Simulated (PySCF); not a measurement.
# EPR parameters of C6H12N

C₆H₁₂N (doublet state).
Z-matrix (Å and degrees, GFN2-xTB geometry), rows numbered from 1:
```
C 
N   1  1.2530
C   2  1.4516  1  120.41
C   3  1.5265  2  108.58  1   136.37
C   3  1.4826  2  104.24  1  -103.45
C   5  1.4783  3  122.29  2    82.72
C   6  1.5362  5  112.15  3  -113.83
H   1  1.0806  2  118.35  3   176.28
H   1  1.0967  2  124.87  3    -3.59
H   3  1.1060  2  110.98  1    14.95
H   4  1.0861  3  109.54  2    54.06
H   4  1.0872  3  110.16  2   -65.31
H   4  1.0870  3  109.99  2   174.30
H   5  1.0773  3  117.56  2   -80.85
H   6  1.0983  5  109.52  3   126.66
H   6  1.0926  5  110.20  3     8.45
H   7  1.0876  6  110.33  5   179.91
H   7  1.0872  6  110.00  5    59.75
H   7  1.0873  6  110.39  5   -59.85
```

The hyperfine couplings belong to this conformer and change with its torsions.

As a line formula: `C=N[C@@H](C)[CH]CC` [radical].

Computed with UKS B3LYP, pcH-1 on C H N, non-relativistic, mean-field spin-orbit, GIAO (PySCF 2.14.0). One conformer (not necessarily the lowest) at the GFN2-xTB geometry, without solvent, vibrations or thermal averaging. The geometry wasn't refined by DFT: couplings that depend on bond lengths, twists or pyramidal angles can differ widely from those at the functional's own minimum. Stability of the SCF solution: not tested.

```json
{
  "g1, g2, g3": "2.00211, 2.00246, 2.00280",
  "g_iso": "2.00245",
  "Form of g": "rhombic: the two nearest values differ by 49 % of g3 − g1",
  "⟨S²⟩": "0.7543 (exact 0.7500)",
  "α and β electrons": "28, 27",
  "Basis functions": "295"
}
```

Hyperfine couplings atom by atom, in MHz; T1 to T3 are the principal values of the dipolar part:

| atom | isotope | a_iso | T1 | T2 | T3 | Mulliken spin population |
| --- | --- | --- | --- | --- | --- | --- |
| C1 | 13C | 6.2 | -6.4 | -5.2 | 11.5 | 0.07 |
| N2 | 14N | 26.6 | -4.1 | -0.8 | 4.9 | 0.00 |
| C3 | 13C | -22.3 | -1.4 | -0.6 | 2.0 | -0.06 |
| C4 | 13C | 14.9 | -1.9 | -1.8 | 3.7 | 0.01 |
| C5 | 13C | 101.3 | -79.8 | -78.9 | 158.7 | 1.01 |
| C6 | 13C | -29.1 | -2.4 | -0.1 | 2.5 | -0.08 |
| C7 | 13C | 57.3 | -4.4 | -4.3 | 8.6 | 0.04 |
| H8 | 1H | -0.2 | -3.3 | -1.2 | 4.5 | 0.00 |
| H9 | 1H | -4.3 | -2.3 | -0.6 | 2.9 | 0.00 |
| H10 | 1H | 20.3 | -5.6 | -3.9 | 9.5 | 0.01 |
| H11 | 1H | -1.8 | -3.0 | -2.6 | 5.6 | 0.00 |
| H12 | 1H | 3.3 | -1.8 | -1.5 | 3.4 | 0.00 |
| H13 | 1H | -0.5 | -4.3 | -2.5 | 6.7 | 0.00 |
| H14 | 1H | -58.1 | -37.6 | -0.8 | 38.3 | -0.04 |
| H15 | 1H | 102.1 | -5.7 | -4.1 | 9.9 | 0.04 |
| H16 | 1H | 3.3 | -4.8 | -3.7 | 8.5 | 0.00 |
| H17 | 1H | 11.1 | -2.9 | -1.6 | 4.5 | 0.01 |
| H18 | 1H | -3.6 | -4.7 | -1.9 | 6.6 | 0.00 |
| H19 | 1H | -1.8 | -4.1 | -2.5 | 6.5 | 0.00 |

The largest Mulliken spin populations are on C5 (+1.01), C6 (-0.08), C1 (+0.07) and C3 (-0.06). No atom but C5 exceeds +0.15. The positive populations add up to 1.19 and the negative ones to -0.19, together 2S = 1. The angles at C5 add up to 358.0°, so it is nearly planar; its axial dipolar tensor and the negative coupling of its proton fit spin in a p orbital normal to that plane.

Under fast tumbling the dipolar parts average out, and these isotropic splittings remain (the largest six): 1 × 1H (H15, I = 1/2, 2 lines) with 3.64 mT, 1 × 1H (H14, I = 1/2, 2 lines) with 2.07 mT, 1 × 14N (N2, I = 1, 3 lines) with 0.95 mT, 1 × 1H (H10, I = 1/2, 2 lines) with 0.73 mT, 1 × 1H (H9, I = 1/2, 2 lines) with 0.15 mT and 1 × 1H (H16, I = 1/2, 2 lines) with 0.12 mT.

Means are taken over nuclei equivalent by connectivity, which assumes that they swap fast. The three 1H nuclei of mean +1.9 MHz run from -3.6 to 11.1 MHz in the frozen geometry.

The 13C coupling of C5 (101.3 MHz) shows only in satellite lines or after enrichment, since that isotope makes up about 1.07 % of natural carbon.

The spin density at the nucleus, in bohr⁻³, is negative for C6 (-0.0259), C3 (-0.0198) and H14 (-0.0130), for instance. A restricted open-shell determinant has no negative spin density anywhere; here it arises because α and β orbitals differ (spin polarisation).
